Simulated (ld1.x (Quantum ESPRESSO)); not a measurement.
# In (Z = 49): excitation energies, all-electron against TM

| Quantity | Value |
| --- | --- |
| Element | indium (In) |
| Generator | ld1.x (Quantum ESPRESSO) 7.5 |
| Type | norm-conserving Troullier–Martins (Kleinman–Bylander form) |
| Functional | PBE |
| Relativity | scalar-relativistic |
| Frozen core | [Kr] |
| Valence charge | 13 |
| Reference configuration | 4d10 5s2 5p1 |
| Partial waves | 5p (bound): rc 2.85 bohr; 4d (bound): rc 1.10 bohr; 5s (bound): rc 1.55 bohr |
| Local potential | the s channel |
| Core correction | none |

Energies are relative to the spin-unpolarised reference configuration 4d10 5s2 5p1; without spin polarisation the order of configurations can differ from experiment. The frozen-core shift is the all-electron ΔE with the core orbitals held at their reference shape minus the fully relaxed ΔE.

**Question.** Give the all-electron excitation energy and the error of the potential for: 4d10 5s2 5p0; 4d10 5s1 5p0; 4d10 5s0 5p0; 4d10 5s2 5p0.5; 4d9 5s0 5p0; 4d10 5s1 5p1; 4d10 5s2 5p1.3.

**Answer.**

```tsv
valence configuration	charge	ΔE all-electron (eV)	error AE − PS (meV)	frozen-core shift (meV)
4d10 5s2 5p0	+1	5.363	-0.8	+1.3
4d10 5s1 5p0	+2	24.598	+24	+6.2
4d10 5s0 5p0	+3	52.918	+79	+19
4d10 5s2 5p0.5	+0.5	1.940	-0.4	+0.5
4d9 5s0 5p0	+4	109.307	-97	+228
4d10 5s1 5p1	+1	11.956	+6.8	+2.3
4d10 5s2 5p1.3	-0.3	-0.532	0.0	0.0
```

Levels in the configuration 4d10 5s2 5p0.5:

```tsv
level	all-electron (eV)	pseudo (eV)
4d	-22.110	-22.085
5s	-11.394	-11.390
5p	-5.310	-5.309
```
